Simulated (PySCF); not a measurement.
Gas-phase reaction: GaBr3 + GaH → 2 GaBr + HBr

Energies from PySCF (xtb for GFN2), thermal terms from the rigid-rotor harmonic-oscillator model, ideal gas at 1 bar. † marks an energy on the PBE0/def2-TZVP geometry and frequencies; other levels use their own. MP2 and CCSD(T) freeze the core. All species are closed-shell singlets. B3LYP is the form with VWN-RPA correlation. Br, Ga: all electrons, no relativistic terms. GaH: computed as isolated molecules; such fragments, hydroxides, amides, oligomers or adducts are transient or little studied in the gas. MP2 isn't extrapolated to the basis-set limit; its ΔH°(298 K) is 46.8 kJ in def2-SVP and 44.7 kJ in def2-TZVPP. CCSD(T) isn't extrapolated to the basis-set limit; its ΔH°(298 K) is 29.1 kJ in def2-SVP and 32.6 kJ in def2-TZVPP. The harmonic model lacks anharmonicity and excited electronic states, which grow with temperature; levels with a mode under 35 cm⁻¹ are left out. Soft modes under 120 cm⁻¹ make the harmonic entropy rough for GaBr3.

| level | ΔE electronic, kJ | ΔH°(298 K), kJ | ΔS°(298 K), J/K | ΔG°(1800 K), kJ |
|---|---|---|---|---|
| B3LYP/def2-TZVP† | -22 | -19 | 142 | -259 |
| BLYP/def2-TZVP† | -43 | -40 | 142 | -280 |
| CCSD(T)/def2-TZVPP† | 30 | 33 | 142 | -207 |
| GFN2-xTB | -20 | -15 | 133 | -234 |
| HF/def2-TZVP† | 22 | 25 | 142 | -215 |
| MP2/def2-TZVPP† | 42 | 45 | 142 | -195 |
| PBE0/def2-QZVP† | 9 | 12 | 142 | -228 |
| PBE0/def2-TZVP | 11 | 14 | 142 | -226 |
| ωB97X-V/def2-TZVP† | 29 | 32 | 142 | -208 |
ΔH° is lowest at BLYP/def2-TZVP† and highest at MP2/def2-TZVPP†. No reference value is set beside these.
